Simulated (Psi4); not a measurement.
A dimer, HBr ··· CH4 (SMILES Br and C); the first 2 atoms form monomer A.

```
7

Br     0.7124     0.0000     0.0000
H     -0.7124     0.0000     0.0000
C     -3.2004    -0.0078     0.0443
H     -4.2894    -0.0110     0.0594
H     -2.8275    -0.8895     0.5638
H     -2.8516    -0.0197    -0.9874
H     -2.8331     0.8890     0.5414
```

Question: What interaction energy does SAPT0/jun-cc-pVDZ, frozen core run with Psi4 1.11 give, and which attractive term is the largest?

Answer: Total -0.22 kcal/mol: electrostatics -1.01, exchange 2.66, induction -0.66, dispersion -1.21. The most attractive term is dispersion.
